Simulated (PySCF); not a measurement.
Atoms are numbered as in `[OH:1][CH2:2][CH2:3][C:4]1=[C:5]([CH2:6][Cl:7])[SiH2:8][SiH2:9]1` (H(Xn): hydrogen on atom n).

Level of theory: GFN2-xTB structure, GIAO PBE0/pcSseg-1 shieldings, in PySCF 2.14.0 with density-fitted response routines (non-relativistic, in vacuum, one conformer, equivalent nuclei averaged).

Scale: TMS for ¹³C (186.93 ppm) (reference shieldings calculated alike).

Problem. Do the ¹³C shifts follow the atomic charges (in e)? Tabulate both.

Solution. 
```tsv
atoms	hybridisation	δ (ppm)	σ para (ppm)	Hirshfeld	IAO	Mulliken	ESP-fitted
C4	sp2	178.5	-255	-0.07	-0.22	-0.43	-0.03
C5	sp2	168.2	-245	-0.10	-0.26	-0.41	-0.04
C2	sp3	64.2	-122	+0.01	-0.03	+0.08	+0.35
C6	sp3	48.1	-108	-0.03	-0.24	-0.12	-0.46
C3	sp3	41.7	-103	-0.08	-0.29	-0.15	-0.31
```

Correlation coefficients of δ with charge over these carbons: Hirshfeld -0.51, IAO -0.15, Mulliken -0.86, ESP-fitted +0.30; with the paramagnetic shielding -1.00. With so few points, grouped by hybridisation, these coefficients are fragile. Charge is one influence among several: hybridisation and low-lying excitations act through the paramagnetic term.

Carbons that carry Cl, above all several Cl atoms, come out too deshielded, partly because spin–orbit coupling is missing. Shifts are as computed. Against solution values, carbons near 30 ppm lie about +3 ppm off and those near 130 ppm about +5 ppm; carbons on Cl a further +6 ppm. Of 1211 compounds with measured shifts, 218 miss one by over three times the rms of a fit or turn the order of signals round; such compounds aren't used in these exercises.
